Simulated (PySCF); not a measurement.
H₉Si₄, SMILES [SiH2][SiH2][SiH2][SiH3], doublet, CAM-B3LYP/def2-SVP optimised geometry.

```
13

Si     2.07     1.11     1.84
Si     1.17     0.00     0.00
Si    -1.18     0.00     0.00
Si    -2.05    -1.13    -1.86
H      1.71     2.56     1.88
H      1.71     0.48     3.14
H      1.66     0.66    -1.25
H      1.66    -1.41     0.00
H     -1.66    -0.65     1.25
H     -1.66     1.41     0.00
H     -3.54    -1.12    -1.85
H     -1.58    -0.48    -3.12
H     -1.58    -2.55    -1.86
```

Density from unrestricted CAM-B3LYP/def2-TZVP in PySCF 2.14.0 at that geometry.

Minimum of the electron density along straight lines between bonded atoms, close to the bond critical point (lines longer than 1.1 times the sum of covalent radii, or with two minima, are not listed):

```
bond     length / Å  ρ at the minimum / e bohr⁻³  ∇²ρ there / e bohr⁻⁵  position (fraction from the first atom)
-------  ----------  ---------------------------  --------------------  ---------------------------------------
Si1–Si2       2.331                        0.093                 -0.16                                     0.52
Si2–Si3       2.353                        0.092                 -0.16                                     0.50
Si3–Si4       2.348                        0.094                 -0.16                                     0.50
Si1–H5        1.492                        0.119                  0.14                                     0.49
Si1–H6        1.492                        0.119                  0.14                                     0.49
Si2–H7        1.491                        0.119                  0.15                                     0.49
Si2–H8        1.491                        0.119                  0.15                                     0.49
Si3–H9        1.492                        0.119                  0.15                                     0.49
Si3–H10       1.492                        0.119                  0.15                                     0.49
Si4–H11       1.490                        0.120                  0.14                                     0.49
Si4–H12       1.490                        0.120                  0.15                                     0.49
Si4–H13       1.490                        0.120                  0.15                                     0.49
```
